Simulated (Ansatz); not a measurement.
Gas-phase electronic energies from Ansatz, PBE0-D4/def2-TZVP geometries. CCSD(T)/CBS is the MP2 limit (def2-TZVPP, def2-QZVPP) plus CCSD(T) − MP2 in def2-TZVPP, frozen cores. DFT in def2-TZVPP. Elements past krypton have def2 core potentials. For Ge, Sn outer-core shells are correlated without core-valence functions, which leaves a few kJ/mol of doubt a bond. Scalar relativity is left out up to krypton. One conformer a species, not always the lowest.

`[OH][GeH]([SH])[CH2]F` + `[OH][SnH3]` → `FC[O][SnH3]` + `[OH][GeH2][SH]`  (substitution at a C–Ge bond)

```
  level  ΔE (kJ/mol)
PBE0-D4          8.4
 B2PLYP          7.9
```

(1) What does CCSD(T)/CBS give? (Estimate.)

Largest T1 diagnostic among the species: 0.014.

Results:

(1) The calculation gave: +12.4 kJ/mol. The listed levels differ from it by -4.0, -4.5 kJ/mol.

In def2-TZVPP, CCSD(T) changes the Hartree–Fock value by +15.3 kJ/mol (the triples alone add +0.7 kJ/mol) and MP2 by +19.8 kJ/mol.
